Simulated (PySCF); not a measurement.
Calculation: PySCF with PBE-D3(BJ)/def2-TZVP // PBE0-D4/def2-TZVP. Gas-phase values, no solvent. One relaxed conformer stands for a flexible species; it need not be the lowest. Excitations are Tamm–Dancoff values on a coarser integration grid. The basis has no diffuse functions, so Rydberg states are missing or too high.

Reference species (SMILES): `C=C=NC` (neutral, multiplicity 1).

```json
{
 "LUMO": "-0.90 eV",
 "T1 excitation (TDA)": "4.24 eV",
 "HOMO": "-5.43 eV"
}
```

Changed species: `C=C=CN`.

### Question
Give the shifts of the LUMO, T1 excitation (TDA) and HOMO.

### Answer
the LUMO goes up by 0.05 eV, to -0.85 eV; the T1 excitation (TDA) falls by 0.50 eV, to 3.74 eV; the HOMO goes up by 0.60 eV, to -4.83 eV.
